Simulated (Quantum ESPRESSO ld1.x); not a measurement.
Input (ld1.x (Quantum ESPRESSO 7.5)):

```
 &input
    zed=53.0,
    iswitch=1,
    rel=1,
    lsd=1,
    dft='PW',
    config='[Ar] 3d10 4s2 4p1',
    verbosity='high',
    prefix='ld1',
    max_out_wfc=37,
    file_charge='ld1.rho',
 /
```

Standard output:

```
     Program LD1 v.7.5 starts

     --------------------------- All-electron run ----------------------------

     scalar relativistic calculation

     atomic number is 53.00
     dft =PW   lsd =1 sic =0 latt =0  beta=0.20 tr2=1.0E-14
     Exchange-correlation= PW
                           (   1   4   0   0   0   0   0)
     mesh =2073 r(mesh) = 100.05380 a.u. xmin = -8.00 dx = 0.00800
     1 Ry =  13.60569312 eV, c = 137.03599908

     n l     nl                  e(Ry)          e(Ha)          e(eV)
     1 0     1S 1( 1.00)   -2470.811093263   -1235.405546631 -33617.0974998
     2 0     2S 1( 1.00)    -422.415458733    -211.207729367  -5747.2551019
     2 1     2P 1( 3.00)    -384.448245240    -192.224122620  -5230.6848464
     3 0     3S 1( 1.00)    -121.086778297     -60.543389148  -1647.4695468
     3 1     3P 1( 3.00)    -108.754486854     -54.377243427  -1479.6801739
     3 2     3D 1( 5.00)     -90.508809499     -45.254404750  -1231.4350870
     4 0     4S 1( 1.00)     -52.956977382     -26.478488691   -720.5163830
     4 1     4P 1( 1.00)     -48.499027613     -24.249513806   -659.8628865
     1 0     1S 2( 1.00)   -2470.771492954   -1235.385746477 -33616.5587102
     2 0     2S 2( 1.00)    -422.389874137    -211.194937068  -5746.9070058
     2 1     2P 2( 3.00)    -384.413210537    -192.206605269  -5230.2081750
     3 0     3S 2( 1.00)    -121.041471571     -60.520735785  -1646.8531174
     3 1     3P 2( 3.00)    -108.704999028     -54.352499514  -1479.0068577
     3 2     3D 2( 5.00)     -90.461981444     -45.230990722  -1230.7979588
     4 0     4S 2( 1.00)     -52.715424849     -26.357712424   -717.2298933
     4 1     4P 2( 0.00)     -48.258102406     -24.129051203   -656.5849320

     final scf error:  1.0E-15 reached in  19 iterations

     Etot =  -13789.410813 Ry,   -6894.705407 Ha, -187614.491871 eV
     Total magnetization:    1.00 Bohr mag.

     Ekin =   14492.026901 Ry,    7246.013450 Ha,  197174.070740 eV
     Encl =  -31819.574329 Ry,  -15909.787165 Ha, -432927.363626 eV
     Eh   =    3842.651707 Ry,    1921.325854 Ha,   52281.939909 eV
     Exc  =    -304.515092 Ry,    -152.257546 Ha,   -4143.138893 eV

     normalization and overlap integrals

     s(1S/1S) =  1.000000  <r> =   0.0272  <r2> =    0.0010  r(max) =   0.0176
     s(1S/2S) = -0.015033
     s(1S/3S) = -0.006426
     s(1S/4S) = -0.003391
     s(2S/2S) =  1.000000  <r> =   0.1171  <r2> =    0.0162  r(max) =   0.0988
     s(2S/3S) = -0.003967
     s(2S/4S) = -0.002005
     s(2P/2P) =  1.000000  <r> =   0.1024  <r2> =    0.0128  r(max) =   0.0796
     s(2P/3P) = -0.003243
     s(2P/4P) = -0.001597
     s(3S/3S) =  1.000000  <r> =   0.3107  <r2> =    0.1102  r(max) =   0.2841
     s(3S/4S) = -0.001373
     s(3P/3P) =  1.000000  <r> =   0.3075  <r2> =    0.1094  r(max) =   0.2774
     s(3P/4P) = -0.001212
     s(3D/3D) =  1.000000  <r> =   0.2818  <r2> =    0.0935  r(max) =   0.2289
     s(4S/4S) =  1.000000  <r> =   0.6549  <r2> =    0.4809  r(max) =   0.6374
     s(4P/4P) =  1.000000  <r> =   0.6732  <r2> =    0.5113  r(max) =   0.6529
     s(1S/1S) =  1.000000  <r> =   0.0272  <r2> =    0.0010  r(max) =   0.0176
     s(1S/2S) = -0.015033
     s(1S/3S) = -0.006428
     s(1S/4S) = -0.003394
     s(2S/2S) =  1.000000  <r> =   0.1171  <r2> =    0.0162  r(max) =   0.0988
     s(2S/3S) = -0.003968
     s(2S/4S) = -0.002007
     s(2P/2P) =  1.000000  <r> =   0.1024  <r2> =    0.0128  r(max) =   0.0796
     s(2P/3P) = -0.003243
     s(2P/4P) = -0.001597
     s(3S/3S) =  1.000000  <r> =   0.3106  <r2> =    0.1101  r(max) =   0.2841
     s(3S/4S) = -0.001374
     s(3P/3P) =  1.000000  <r> =   0.3074  <r2> =    0.1093  r(max) =   0.2774
     s(3P/4P) = -0.001213
     s(3D/3D) =  1.000000  <r> =   0.2816  <r2> =    0.0933  r(max) =   0.2289
     s(4S/4S) =  1.000000  <r> =   0.6547  <r2> =    0.4809  r(max) =   0.6324
     s(4P/4P) =  1.000000  <r> =   0.6732  <r2> =    0.5115  r(max) =   0.6529

     ------------------------ End of All-electron run ------------------------
```

Run on one thread of a shared host, so times are rough (Intel(R) Xeon(R) Processor @ 2.60GHz): 0.61 s of CPU time, 0.82 s wall, 19 iterations on 2073 mesh points.
